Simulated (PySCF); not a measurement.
## Frontier orbitals and the lowest excitations

Species: Cu(CO)H, CHCuO (singlet state).
Cartesian coordinates in Å at the PBE0-D3(BJ)/def2-SVP level; atoms count from 1:
```xyz
4
CHCuO angstrom
Cu    -0.0144    0.0145   -0.8242
C      0.0027    0.0011    1.0254
O      0.0262   -0.0232    2.1541
H     -0.0144    0.0076   -2.3552
```

Level of theory: TDDFT wB97X-D/def2-SVPD, vertical, gas phase, core orbitals frozen in the response (PySCF 2.14.0, density-fitted response routines).

Kohn–Sham orbitals with the atoms that hold most of them (Löwdin shares over 4%, at most four atoms; ? is withheld):

```json
{"orbital": "HOMO-3", "ε (eV)": "-10.99", "atoms": "Cu1 77%, H4 13%, C2 7%"}
{"orbital": "HOMO-2", "ε (eV)": "-10.90", "atoms": "Cu1 100%"}
{"orbital": "HOMO-1", "ε (eV)": "-10.90", "atoms": "Cu1 100%"}
{"orbital": "HOMO", "ε (eV)": "?", "atoms": "?"}
{"orbital": "LUMO", "ε (eV)": "-0.64", "atoms": "C2 46%, O3 28%, Cu1 24%"}
{"orbital": "LUMO+1", "ε (eV)": "-0.64", "atoms": "C2 46%, O3 28%, Cu1 24%"}
{"orbital": "LUMO+2", "ε (eV)": "1.85", "atoms": "Cu1 81%, C2 10%, O3 6%"}
```

Problem. Which atoms hold the HOMO, and with what shares?

Solution. Cu1 (bonded to C and H) 52%; H4 (bonded to Cu) 43%; C2 (bonded to Cu and O) 5%.

Problem. What is the HOMO energy, and the HOMO–LUMO gap?

Solution. ε(HOMO) = -8.77 eV; the gap is 8.13 eV (0.2987 hartree).

Within 0.005 eV of a neighbour in this list lie HOMO-2/HOMO-1 and LUMO/LUMO+1 (point group found: C∞v).

Problem. The HOMO–LUMO gap is 8.13 eV. Where does the response calculation put the lowest singlet, and from which orbitals?

Solution. S1 is at 3.57 eV (f = 0.035), 4.56 eV below the gap, made of HOMO→LUMO/LUMO+1 (≥92%). S1/S2 lie within about 0.01 eV of each other. Without the coupling terms of the response equations the lowest excitation would equal the gap.

For S1 the Löwdin share of copper is 52% in HOMO and 24% in LUMO.

Next come S2 at 3.57 eV (f 0.035), HOMO→LUMO/LUMO+1 (≥92%); S3 at 4.53 eV (f 0.0000), HOMO-2/HOMO-1→LUMO/LUMO+1 (≥91%); S4 at 4.53 eV (f 0.0000), HOMO-2/HOMO-1→LUMO/LUMO+1 (≥91%); S5 at 4.67 eV (f 0.0000), HOMO-4→LUMO/LUMO+1 (49%), HOMO-5→LUMO/LUMO+1 (49%).

Orbitals of the list HOMO-3 to LUMO+2 that lie within 0.01 eV of each other are written together with a slash and their weights summed (≥ marks a lower bound); for degenerate orbitals outside that list single weights are arbitrary.

Hardware: Arm Neoverse V2, one thread, no GPU (shared host). Cost: 5.3 s of wall time.
